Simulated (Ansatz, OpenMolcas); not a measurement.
The same job for OpenMolcas

This Ansatz 0.2.0 job computes SnTe (SMILES [Sn][Te]):

job.yaml:
```yaml
crystal:
  periodic: [false, false, false]
  atoms:
    - {symbol: Sn, position_ang: [0.000000, 0.000000, 0.009440]}
    - {symbol: Te, position_ang: [-0.000000, -0.000000, 2.527330]}
basis:
  gaussian:
    orbitals: def2-TZVPPD.json
hamiltonian:
  xc: {name: revPBE}
accuracy: high
output: {orbitals: {seedname: orbitals}}
```

```bash
$ ansatz run job.yaml --threads 1 --pin off --max-ram 3480MiB --events-out events.jsonl --progress --plain --runs-dir runs
```

(Basis files named in the input come from the Basis Set Exchange and aren't shown.)

The coordinates come from a PBE0-D4/def2-TZVP relaxation.

It gives a total energy of -482.482009 Eh.

Question: How is this level of theory, on these atoms, set up in OpenMolcas 26.06 as an input file of the program's own, asking for the gradient?

Answer: One way, which was run:

run.inp:
```
&GATEWAY
BasLib=$CurrDir
Coord
2
angstrom
Sn       0.000000       0.000000       0.009440
Te       0.000000       0.000000       2.527330
Basis=def2-TZVPPD
Group=NoSym
&SEWARD
GridInput
Grid=UltraFine
End of Grid
&SCF
KSDFT=revPBE
Thresholds=1e-10 1e-07 1e-07 1e-05
PrOrbitals=1 1
&ALASKA
```

```bash
$ export MOLCAS_MEM=1860
$ pymolcas run.inp > run.log
```

(Basis files named in the input come from the Basis Set Exchange and aren't shown.)

Its energy is -482.482009 Eh, 0.000 mEh from the first.
